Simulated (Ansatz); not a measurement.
Relaxing a trial structure of CF6OSi

The starting geometry of this gas-phase triplet was optimised with GFN2-xTB as a singlet; its bonds are those of `FC(F)(F)O[Si](F)(F)F`.

```xyz
9

C     0.7694   -0.3436   -1.0509
F     0.5559   -1.6589   -1.1227
F    -0.0752    0.2199   -1.9190
F     1.9957   -0.1214   -1.4999
F    -1.5792    1.5026    0.5444
F    -1.5320   -0.9237    1.2752
F    -0.0357    0.7902    2.4788
O     0.6424    0.1226    0.1725
Si   -0.6528    0.3659    1.1046
```

Question: Where would you expect an optimisation with PBE0-D4/def2-SVP to take it?

Answer: It loosens into CF3O + F3Si, which stay close as a complex. Contacts that open: O8–Si9 (1.61 → 3.01 Å).

The energy falls by 5.25 eV over 42 steps:

```tsv
step	E − E(last) (eV)
1	5.254
6	0.352
10	0.118
15	0.088
19	0.062
24	0.046
28	0.025
33	0.004
37	0.000
42	0.000
```

Final geometry (Å):

| atom | x (Å) | y (Å) | z (Å) |
| --- | --- | --- | --- |
| C | 1.0504 | -0.3946 | -1.3377 |
| F | 1.8646 | -1.3366 | -1.7935 |
| F | -0.2021 | -0.7485 | -1.5977 |
| F | 1.2880 | 0.7499 | -1.9450 |
| F | -0.7003 | 1.2177 | 0.4914 |
| F | -2.8002 | 0.4776 | 1.8083 |
| F | -0.4438 | 0.2146 | 2.8708 |
| O | 1.3025 | -0.3120 | -0.0119 |
| Si | -1.2708 | 0.0857 | 1.4983 |

The end wasn't checked by frequencies. Open shells are spin-unrestricted. The triplet needn't be the ground state. Run with Ansatz 0.2.0, 8.1 min on 2 threads of Arm Neoverse V1 (shared host).
